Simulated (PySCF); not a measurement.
H6F3NSi3, singlet, at a GFN2-xTB geometry, atoms displaced at random by about 0.03 Å a coordinate; R2SCAN/STO-3G, gradient (PySCF).

Here is a job for PySCF.
```python
from pyscf import gto, scf, dft

mol = gto.M(
    atom='''
Si    1.47107001    0.18655510    0.53305391
F     1.41560886   -0.57652794    1.88727521
F     3.01669080    0.11368482    0.13920549
F     1.30889986    1.76105871    0.87891138
Si   -0.14909141   -0.43553424   -0.91995443
Si   -2.27933817   -0.13175038   -0.24399160
N    -3.63466646   -0.61715660   -1.34461782
H     0.10635204    0.29219450   -2.29028582
H     0.16591837   -1.81327545   -1.33164907
H    -2.56915984   -0.94674403    0.90257656
H    -2.63652140    1.25504378   -0.00644790
H    -3.70034630   -0.01473515   -2.19075199
H    -3.70730378   -1.53469091   -1.56058024
''',
    basis='sto-3g',
    verbose=4,
)

mf = dft.RKS(mol)
mf.xc = 'r2scan'
mf.grids.level = 0
mf.kernel()
g = mf.nuc_grad_method()
g.grid_response = True
grad = g.kernel()
```

It wrote (shortened):

```
PySCF version 2.14.0

[INPUT] verbose = 4
[INPUT] num. atoms = 13
[INPUT] num. electrons = 82
[INPUT] charge = 0
[INPUT] spin (= nelec alpha-beta = 2S) = 0
[INPUT] symmetry False subgroup None
[INPUT] Mole.unit = angstrom
[INPUT] Symbol           X                Y                Z      unit          X                Y                Z       unit  Magmom
[INPUT]  1 Si     1.471070010000   0.186555100000   0.533053910000 AA    2.779919428961   0.352538046141   1.007325899529 Bohr   0.0
[INPUT]  2 F      1.415608860000  -0.576527940000   1.887275210000 AA    2.675113044908  -1.089479909760   3.566433268581 Bohr   0.0
[INPUT]  3 F      3.016690800000   0.113684820000   0.139205490000 AA    5.700719414495   0.214833174320   0.263060251136 Bohr   0.0
[INPUT]  4 F      1.308899860000   1.761058710000   0.878911380000 AA    2.473462259882   3.327918651180   1.660901795964 Bohr   0.0
[INPUT]  5 Si    -0.149091410000  -0.435534240000  -0.919954430000 AA   -0.281741932425  -0.823040431471  -1.738461919780 Bohr   0.0
[INPUT]  6 Si    -2.279338170000  -0.131750380000  -0.243991600000 AA   -4.307324886567  -0.248972135007  -0.461077300694 Bohr   0.0
[INPUT]  7 N     -3.634666460000  -0.617156600000  -1.344617820000 AA   -6.868524163542  -1.166256949968  -2.540959422010 Bohr   0.0
[INPUT]  8 H      0.106352040000   0.292194500000  -2.290285820000 AA    0.200976228389   0.552167580104  -4.328012946775 Bohr   0.0
[INPUT]  9 H      0.165918370000  -1.813275450000  -1.331649070000 AA    0.313540278334  -3.426593988897  -2.516452036332 Bohr   0.0
[INPUT] 10 H     -2.569159840000  -0.946744030000   0.902576560000 AA   -4.855008467831  -1.789086926767   1.705622504852 Bohr   0.0
[INPUT] 11 H     -2.636521400000   1.255043780000  -0.006447900000 AA   -4.982303367555   2.371689018539  -0.012184765079 Bohr   0.0
[INPUT] 12 H     -3.700346300000  -0.014735150000  -2.190751990000 AA   -6.992641073048  -0.027845397904  -4.139921267946 Bohr   0.0
[INPUT] 13 H     -3.707303780000  -1.534690910000  -1.560580240000 AA   -7.005788804765  -2.900145505760  -2.949069249008 Bohr   0.0

nuclear repulsion = 552.87352489896
number of shells = 33
number of NR pGTOs = 159
number of NR cGTOs = 53
basis = sto-3g
ecp = {}

******** <class 'pyscf.dft.rks.RKS'> ********
method = RKS
initial guess = minao
damping factor = 0
level_shift factor = 0
DIIS = <class 'pyscf.scf.diis.CDIIS'>
diis_start_cycle = 1
diis_space = 8
diis_damp = 0
SCF conv_tol = 1e-09
SCF conv_tol_grad = None
SCF max_cycles = 50
direct_scf = True
direct_scf_tol = 1e-13
XC library pyscf.dft.libxc version 7.1.2
    S. Lehtola, C. Steigemann, M. J. T. Oliveira, and M. A. L. Marques,  SoftwareX 7, 1–5 (2018)
XC functionals = r2scan
    J. W. Furness, A. D. Kaplan, J. Ning, J. P. Perdew, and J. Sun,  J. Phys. Chem. Lett. 11, 8208–8215 (2020)
    J. W. Furness, A. D. Kaplan, J. Ning, J. P. Perdew, and J. Sun,  J. Phys. Chem. Lett. 11, 9248–9248 (2020)
    J. W. Furness, A. D. Kaplan, J. Ning, J. P. Perdew, and J. Sun,  J. Phys. Chem. Lett. 11, 8208–8215 (2020)
    J. W. Furness, A. D. Kaplan, J. Ning, J. P. Perdew, and J. Sun,  J. Phys. Chem. Lett. 11, 9248–9248 (2020)
radial grids:
    Treutler-Ahlrichs [JCP 102, 346 (1995); DOI:10.1063/1.469408] (M4) radial grids

becke partition: Becke, JCP 88, 2547 (1988); DOI:10.1063/1.454033
pruning grids: <function nwchem_prune>
grids dens level: 0
symmetrized grids: False
atomic radii adjust function: <function treutler_atomic_radii_adjust>
small_rho_cutoff = 0
Set gradient conv threshold to 3.16228e-05
Initial guess from minao.
tot grids = 12912
init E= -1211.55732856863
  HOMO = -0.345856487075338  LUMO = -0.0439806815476376  gap/eV = 8.21446
cycle= 1 E= -1211.21109795773  delta_E= 0.346  |g|= 0.767  |ddm|= 4.18
  HOMO = 0.0232070393629814  LUMO = 0.126001572574452  gap/eV = 2.79718
cycle= 2 E= -1210.88725258505  delta_E= 0.324  |g|= 1.27  |ddm|=  3.5
  HOMO = -0.0977642271394115  LUMO = 0.157524188431664  gap/eV = 6.94675
cycle= 3 E= -1211.4435147517  delta_E= -0.556  |g|= 0.121  |ddm|=  2.5
  HOMO = -0.0766823815958865  LUMO = 0.144463278668195  gap/eV = 6.01768
cycle= 4 E= -1211.44891600124  delta_E= -0.0054  |g|= 0.0515  |ddm|= 0.341
  HOMO = -0.0834532525317742  LUMO = 0.14266163150264  gap/eV = 6.15290
cycle= 5 E= -1211.44985099231  delta_E= -0.000935  |g|= 0.00994  |ddm|= 0.0903
  HOMO = -0.0831926151518728  LUMO = 0.143431343392293  gap/eV = 6.16675
cycle= 6 E= -1211.44988867556  delta_E= -3.77e-05  |g|= 0.00297  |ddm|= 0.0227
  HOMO = -0.0835005106197457  LUMO = 0.143514096116072  gap/eV = 6.17738
cycle= 7 E= -1211.44989218875  delta_E= -3.51e-06  |g|= 0.000669  |ddm|= 0.0061
  HOMO = -0.0836312021646245  LUMO = 0.143503888894977  gap/eV = 6.18066
cycle= 8 E= -1211.44989235739  delta_E= -1.69e-07  |g|= 9.03e-05  |ddm|= 0.00132
  HOMO = -0.0836090988460613  LUMO = 0.143511529820935  gap/eV = 6.18027
cycle= 9 E= -1211.44989236099  delta_E= -3.6e-09  |g|= 1.63e-05  |ddm|= 0.00021
  HOMO = -0.0836115044234991  LUMO = 0.143510035104072  gap/eV = 6.18029
cycle= 10 E= -1211.44989236113  delta_E= -1.39e-10  |g|= 3.07e-06  |ddm|= 4.01e-05
  HOMO = -0.083611182803215  LUMO = 0.143510329176118  gap/eV = 6.18029
Extra cycle  E= -1211.44989236112  delta_E= 7.28e-12  |g|= 2.93e-06  |ddm|= 1.09e-05
converged SCF energy = -1211.44989236112

******** <class 'pyscf.grad.rks.Gradients'> for <class 'pyscf.dft.rks.RKS'> ********
unit = Eh/Bohr
grid_response = True
--------------- RKS gradients ---------------
         x                y                z
0 Si     0.0281637342    -0.0246897154     0.0397833223
1 F     0.0010765475     0.0311049922    -0.0587455276
2 F    -0.0404779384     0.0103284891     0.0162037391
3 F     0.0093542812    -0.0229415205    -0.0043793592
4 Si    -0.0208881129    -0.0050427770     0.0587823605
5 Si     0.0448009737     0.0094573313     0.0215274690
6 N    -0.0306764861    -0.1392876149    -0.0516499263
7 H     0.0089984181     0.0165459505    -0.0435214682
8 H     0.0089677235    -0.0083845937    -0.0080035347
9 H    -0.0058138457    -0.0013033961    -0.0078243967
10 H    -0.0101025850     0.0026336471    -0.0032566460
11 H     0.0000430481     0.0084636553     0.0041540031
12 H     0.0065542418     0.1231155521     0.0369299646
----------------------------------------------
```
